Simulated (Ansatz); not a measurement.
`C[SiH2]B(F)F` and `O=CB(F)F` differ in one atom or group.

Ansatz, PBE0-D4/def2-TZVP geometries, multiplicity 1. Each molecule was computed in one conformer, which needn't be the lowest.

```
                                          property  `C[SiH2]B(F)F`
             HOMO energy (ωB97M-V/def2-TZVPP) / eV          -10.91
           HOMO–LUMO gap (ωB97M-V/def2-TZVPP) / eV           11.97
    size of the dipole moment (PBE/def2-TZVPP) / D            1.50
                 LUMO energy (PBE/def2-TZVPP) / eV           -1.90
               HOMO energy (B3LYP/def2-TZVPP) / eV           -8.53
size of the dipole moment (ωB97M-V/def2-TZVPP) / D            1.58
```

**Question.** What does the change do to each property? (Estimate.)

**Answer.** Computed: 
| property | `O=CB(F)F` | shift |
| --- | --- | --- |
| HOMO energy (ωB97M-V/def2-TZVPP) / eV | -10.25 | 0.66 |
| HOMO–LUMO gap (ωB97M-V/def2-TZVPP) / eV | 9.80 | -2.17 |
| size of the dipole moment (PBE/def2-TZVPP) / D | 1.61 | 0.11 |
| LUMO energy (PBE/def2-TZVPP) / eV | -3.85 | -1.95 |
| HOMO energy (B3LYP/def2-TZVPP) / eV | -7.64 | 0.89 |
| size of the dipole moment (ωB97M-V/def2-TZVPP) / D | 1.77 | 0.19 |

With PBE0 the HOMO rises by 0.86 eV and the LUMO falls by 1.83 eV, so the gap narrows by about 2.69 eV. PBE moves the HOMO by 1.16 eV and ωB97M-V by 0.66 eV. Dipoles are sizes alone; their direction can turn.

B3LYP here is the variant with VWN-RPA as its local correlation; programs differ in this.
